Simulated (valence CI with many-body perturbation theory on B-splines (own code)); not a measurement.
# Forbidden lines of Cr¹⁷⁺

Calculated by relativistic CI+MBPT: five valence electrons over a frozen Dirac-Fock core [He], a basis of 11 s, 11 p, 10 d, 8 f, 5 g, 2 h functions for each j, with the one-electron correlation potential Σ1 (screened to all orders), the two-electron term Σ2, the three-electron term Σ3, Breit, model QED; selected single and double excitations, second order for the rest, scaled by the run's own slope (own B-spline code, finite nucleus).

No measured levels were compared; by estimate levels of excited configurations hold to 0.05 to 0.15 % of their energy, terms of the ground configuration to about 0.5 %. Among the levels kept, up to 5400 cm⁻¹ of a level comes from second order outside the variational space, and about a tenth of that is noise between levels of different J, which matters for small intervals.

Lines 1 to 40 of 40 in falling wavelength, among levels below 911.26 eV, chosen from the decays that carry over 1 % of a level's rate. Wavelengths and rates use the calculated energies, so an error of 600 cm⁻¹ moves a line at 99.70 nm by 0.6 % and its rate by three times that or more. Electric multipoles are in the length gauge, E1 and E2 with the static RPA response of the core. S is in atomic units (e²a₀⁴ for E2 and M2, e²a₀⁶ for E3), for M1 in squared Bohr magnetons. Weak lines are less certain than strong ones. Lines between different terms over intervals too small for the method are left out, as are lines whose strength nearly cancels. The highest levels of a list are the least certain.

Names give the largest LS component (configuration and term), which can be under half, so a name can repeat, a term be missing and a line seem to break the LS rules; names also repeat where a configuration has a term twice. Letters in brackets count levels of one name in rising energy.

```tsv
λ vac (nm)	Upper	Lower	Type	A (s⁻¹)	S (a.u.)
404.2	2s²2p³ ²D°_5/2	2s²2p³ ²D°_3/2	M1	1.30e+02	1.90e+00
260.9	2s²2p³ ²P°_3/2	2s²2p³ ²P°_1/2	M1	3.88e+02	1.02e+00
99.70	2s²2p³ ²P°_1/2	2s²2p³ ²D°_3/2	M1	3.17e+03	2.33e-01
87.81	2s²2p³ ²P°_3/2	2s²2p³ ²D°_5/2	M1	4.85e+03	4.87e-01
79.12	2s²2p³ ²D°_3/2	2s²2p³ ⁴S°_3/2	M1	5.78e+03	4.24e-01
72.14	2s²2p³ ²P°_3/2	2s²2p³ ²D°_3/2	M1	1.50e+04	8.35e-01
66.17	2s²2p³ ²D°_5/2	2s²2p³ ⁴S°_3/2	M1	3.18e+02	2.05e-02
44.11	2s²2p³ ²P°_1/2	2s²2p³ ⁴S°_3/2	M1	1.25e+04	7.96e-02
37.73	2s²2p³ ²P°_3/2	2s²2p³ ⁴S°_3/2	M1	1.59e+04	1.27e-01
1.677	2s²2p²3p ⁴D°_1/2	2s²2p³ ²D°_3/2	E2	4.50e+08	1.07e-03
1.673	2s²2p²3p ²S°_1/2	2s²2p³ ²D°_5/2	E2	5.88e+08	1.38e-03
1.671	2s²2p²3p ²P°_1/2 [a]	2s²2p³ ²P°_3/2	E2	4.16e+08	9.69e-04
1.667	2s²2p²3p ²S°_1/2	2s²2p³ ²D°_3/2	E2	4.86e+08	1.12e-03
1.665	2s²2p²3p ²D°_5/2 [a]	2s²2p³ ²P°_1/2	E2	2.84e+08	1.95e-03
1.660	2s²2p²3p ⁴P°_5/2	2s²2p³ ²D°_5/2	E2	6.09e+08	4.11e-03
1.659	2s²2p²3p ⁴P°_3/2	2s²2p³ ²D°_3/2	E2	5.18e+08	2.32e-03
1.659	2s²2p²3p ²F°_5/2	2s²2p³ ²P°_3/2	E2	6.14e+08	4.13e-03
1.657	2s²2p²3p ²D°_3/2 [a]	2s²2p³ ²D°_5/2	E2	3.78e+08	1.69e-03
1.656	2s²2p²3p ⁴D°_7/2	2s²2p³ ²D°_5/2	E2	9.38e+07	8.35e-04
1.655	2s²2p²3p ²F°_7/2	2s²2p³ ²P°_3/2	E2	2.36e+08	2.09e-03
1.650	2s²2p²3p ²D°_3/2 [a]	2s²2p³ ²D°_3/2	E2	7.83e+08	3.43e-03
1.648	2s²2p²3p ²D°_5/2 [b]	2s²2p³ ²P°_3/2	E2	6.16e+08	4.01e-03
1.644	2s²2p²3p ²D°_5/2 [a]	2s²2p³ ²D°_5/2	E2	7.01e+08	4.51e-03
1.642	2s²2p²3p ⁴D°_1/2	2s²2p³ ⁴S°_3/2	E2	7.21e+08	1.54e-03
1.640	2s²2p²3p ²P°_1/2 [a]	2s²2p³ ²D°_5/2	E2	1.02e+09	2.16e-03
1.634	2s²2p²3p ⁴D°_3/2	2s²2p³ ⁴S°_3/2	E2	7.55e+08	3.14e-03
1.633	2s²2p²3p ²P°_1/2 [a]	2s²2p³ ²D°_3/2	E2	5.89e+08	1.22e-03
1.632	2s²2p²3p ²S°_1/2	2s²2p³ ⁴S°_3/2	E2	2.69e+08	5.57e-04
1.627	2s2p³3p ⁴F_9/2	2s2p⁴ ⁴P_5/2	E2	9.77e+08	9.93e-03
1.625	2s²2p²3p ²F°_7/2	2s²2p³ ²D°_5/2	E2	7.45e+08	6.02e-03
1.624	2s²2p²3p ⁴D°_5/2	2s²2p³ ⁴S°_3/2	E2	7.84e+08	4.74e-03
1.622	2s²2p²3p ²P°_1/2 [c]	2s²2p³ ²P°_3/2	E2	6.36e+08	1.27e-03
1.621	2s²2p²3p ²F°_5/2	2s²2p³ ²D°_3/2	E2	5.21e+08	3.13e-03
1.618	2s²2p²3p ²F°_7/2	2s²2p³ ²D°_3/2	E2	3.49e+08	2.76e-03
1.616	2s²2p²3p ⁴D°_7/2	2s²2p³ ⁴S°_3/2	E2	8.94e+08	7.03e-03
1.448	2s2p³3d ²G°_9/2 [a]	2s²2p³ ²D°_5/2	E2	5.21e+09	2.96e-02
1.430	2s2p³3d ⁴F°_9/2 [b]	2s²2p³ ²D°_5/2	E2	1.06e+09	5.68e-03
1.416	2s2p³3d ²G°_7/2 [b]	2s²2p³ ²P°_3/2	E2	2.09e+09	8.50e-03
1.393	2s2p³3d ²G°_9/2 [b]	2s²2p³ ²D°_5/2	E2	2.88e+09	1.35e-02
1.388	2s2p³3d ²G°_7/2 [b]	2s²2p³ ²D°_3/2	E2	1.45e+09	5.34e-03
```
